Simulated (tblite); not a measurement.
C11H12.
Geometry (GFN2-xTB, Å), atoms numbered from 1 in this order:
```
atom  x, y, z in Å
C1     3.6982    0.9404   -0.2182
C2     2.9833   -0.1597   -0.0781
C3     1.6404   -0.3862   -0.6947
C4     0.5753   -0.5984    0.3805
C5     0.1526    0.6774    1.1712
C6    -1.2253    0.4813    0.5938
C7    -2.5013    0.9839    0.5540
C8    -3.4018    0.2813   -0.2486
C9    -3.0288   -0.8524   -0.9530
C10   -1.7291   -1.3589   -0.9039
C11   -0.8511   -0.6604   -0.1147
H12    4.6595    1.0612    0.2522
H13    3.3553    1.7667   -0.8200
H14    3.3519   -0.9739    0.5335
H15    1.6768   -1.2781   -1.3277
H16    1.3627    0.4647   -1.3201
H17    0.8567   -1.4358    1.0235
H18    0.2160    0.5922    2.2550
H19    0.6587    1.5877    0.8541
H20   -2.8107    1.8649    1.0973
H21   -4.4214    0.6319   -0.3253
H22   -3.7671   -1.3586   -1.5588
H23   -1.4556   -2.2443   -1.4589
```

Computed values, GFN2-xTB/tblite, gas phase, harmonic and unscaled. Against measured fundamentals such values can be off by several per cent, at times by over 20. One conformer, not necessarily the lowest.

Harmonic wavenumbers (cm⁻¹): 48.8, 60.8, 94.5, 143.4, 244.6, 274.8, 351.4, 376.3, 420.7, 463.2, 496.4, 554.9, 611.5, 643.0, 664.0, 763.6, 836.5, 861.5, 882.3, 885.3, 895.9, 905.9, 909.7, 928.1, 948.2, 1008.7, 1025.5, 1048.9, 1055.1, 1072.7, 1107.6, 1141.9, 1161.0, 1173.9, 1175.5, 1197.8, 1203.8, 1229.9, 1258.3, 1264.8, 1297.0, 1321.7, 1383.9, 1417.5, 1438.9, 1450.7, 1460.1, 1475.7, 1625.3, 1634.5, 1720.4, 2943.6, 2948.3, 2984.2, 2994.3, 3006.6, 3049.2, 3065.4, 3071.1, 3077.3, 3084.9, 3094.8, 3121.5.

A = 3089, B = 621.1, C = 553.7 MHz; mass 144.094 u (most abundant isotopes); point group C1, symmetry number 1.

Zero-point energy?

Half the sum of the wavenumbers: 42029 cm⁻¹ = 120.17 kcal/mol.

Give the ideal-gas entropy at 298.15 K and 1 bar in the rigid-rotor, harmonic-oscillator model (classical rotation).

Translation 40.83, rotation 30.09, vibration 27.71: S = 98.6 cal/(mol K).

And Cp and H(298.15 K) − H(0)?

Cp = 40.40 cal/(mol K), of which vibrations give 32.46 (their classical limit is 63 R = 125.2); H(298.15 K) − H(0) = 6.80 kcal/mol without the zero-point energy, 4.43 from vibrations.

Which modes carry the vibrational entropy at 298.15 K?

48.8 cm⁻¹: 4.87; 60.8 cm⁻¹: 4.43; 94.5 cm⁻¹: 3.56; 143.4 cm⁻¹: 2.76; 244.6 cm⁻¹: 1.77; 274.8 cm⁻¹: 1.57 cal/(mol K); the other 57 give 8.75 together.

What must be added to the electronic energy to get the Gibbs energy at 298.15 K and 1 bar?

ZPE + [H(298.15 K) − H(0)] − T·S = 120.17 + 6.80 − 29.41 = 97.56 kcal/mol.

Hindered rotation and anharmonicity are outside this model. Other conformers, if any are populated, would add a mixing term that is left out. The structure is chiral; the term R ln 2 for an equal mix with its mirror image is left out.
